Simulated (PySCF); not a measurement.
## Electronic structure of Mg⁺ (magnesium, charge +1) at the BP86 level

Configuration: [Ne] 3s1, 2S determinant. Computed with PySCF 2.14 in aug-cc-pVDZ (5s4p2d, 27 functions), with the non-relativistic Hamiltonian (point nucleus).

```json
{"Total energy": "-199.7973 hartree", "One-electron energy": "-275.4490 hartree", "Hartree (Coulomb) energy": "91.9112 hartree", "Exchange-correlation energy": "-16.2595 hartree", "Kinetic energy": "199.00414 hartree", "⟨S²⟩": "0.7500", "⟨L²⟩": "0.000", "Sum of ⟨r⟩": "8.596 bohr", "Sum of ⟨r²⟩": "13.89 bohr²", "Density at the nucleus (Gaussians lack the cusp)": "1060 bohr⁻³", "Spin density at the nucleus": "1.73 bohr⁻³", "Langevin diamagnetic susceptibility": "-11.0 ×10⁻⁶ cm³/mol", "Time after the integrals": "0.2 s of wall time on 1 thread of Intel(R) Xeon(R) Platinum 8375C CPU @ 2.90GHz (shared host)"}
```

| shell | electrons | mean orbital energy (hartree) | rms radius, mean of both spins (bohr) |
| --- | --- | --- | --- |
| 1s α | 1 | -46.61313 | 0.152 |
| 1s β | 1 | -46.61089 | 0.152 |
| 2s α | 1 | -3.27035 | 0.762 |
| 2s β | 1 | -3.26625 | 0.762 |
| 2p α | 3 | -2.06235 | 0.778 |
| 2p β | 3 | -2.05763 | 0.778 |
| 3s α | 1 | -0.44253 | 3.01 |
